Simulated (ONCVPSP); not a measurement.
# Pseudopotentials across the periodic table

Generated with ld1.x 7.5 (TM, RRKJ, ultrasoft, PAW), atompaw 4.2 or ONCVPSP 4.0.1. The cutoff is in Ry: for ld1.x and atompaw files where the sum of valence levels is converged to 10 mRy in a Bessel basis, for ONCV files where the hardest occupied wave has 1 mHa per electron of residual kinetic energy. The error is the largest all-electron minus pseudo excitation energy over each file’s own four to seven test configurations (ionisations up to +4, promotions, holes and added fractions of an electron), all of which were solved. The labels leave out finer settings (local radius, basis sizes, second energies), which also bear on the numbers. Spin-polarised tests are not counted. The rows are a selection from randomly drawn settings: files with unsolved tests, undetermined cutoffs or missed reference levels are left out.

A true bound ghost makes a file unfit for plane-wave use even where its test errors are small: the radial tests pick states by their node count and pass the ghost by.

| element | potential | cutoff (Ry) | largest error (meV) | bound ghosts |
| --- | --- | --- | --- | --- |
| O | ONCV, PBE, scalar-relativistic, rc 0.60/0.95/1.00 (spd), local smoothed, core correction yes, reference 2s2 2p3, qcut 10.1/6.9/9.9, projectors 3/1/3 | 539 | +216 | s |
| Mg | ONCV, PBE, scalar-relativistic, rc 1.35/0.80/0.80 (spd), local d, core correction yes, reference 2s2 2p6 3s2, qcut 6.7/21.7/11, projectors 3/2/0 | 266 | +56 | none |
| Cu | ONCV, PBEsol, scalar-relativistic, rc 1.10/0.65/1.40 (spd), local smoothed, core correction yes, reference 3s2 3p6 3d9, qcut 13.5/11.5/12.8, projectors 1/1/2 | 297 | +580 | none |
| Zr | ONCV, PBE, scalar-relativistic, rc 1.90/1.90/2.80 (spd), local smoothed, core correction no, reference 4s2 4p6 4d2 5s1, qcut 7/6.6/6, projectors 2/3/1 | 32 | +17 | s |
| Sn | ONCV, BLYP, scalar-relativistic, rc 1.50/1.65/1.00 (spd), local d, core correction yes, reference 4s2 4p6 4d10 5s2 5p2, qcut 7.7/8.6/10.5, projectors 2/2/0 | 89 | -14 | none |

**Question.** Fill in the row for Sb: ONCV, revPBE, scalar-relativistic, rc 1.15/1.55/1.45 (spd), local smoothed, core correction yes, reference 4s2 4p6 4d10 5s2 5p2, qcut 10.8/9.4/10.6, projectors 2/3/2.

**Answer.** cutoff 91 Ry, largest error -11 meV, bound ghosts: none.

**Question.** Fill in the row for Os: ONCV, LDA (Perdew-Wang 92), scalar-relativistic, rc 1.45/1.85/2.45 (spd), local smoothed, core correction no, reference 5s2 5p6 5d6 6s2, qcut 6.4/7.9/6.6, projectors 2/2/2.

**Answer.** cutoff 132 Ry, largest error -12 meV, bound ghosts: none.

**Question.** Fill in the row for As: ONCV, Wu-Cohen, scalar-relativistic, rc 0.90/1.20/1.05 (spd), local smoothed, core correction yes, reference 3s2 3p6 3d10 4s1.5 4p3.5, qcut 10.2/9.1/12.6, projectors 2/2/2.

**Answer.** cutoff 288 Ry, largest error -11 meV, bound ghosts: none.
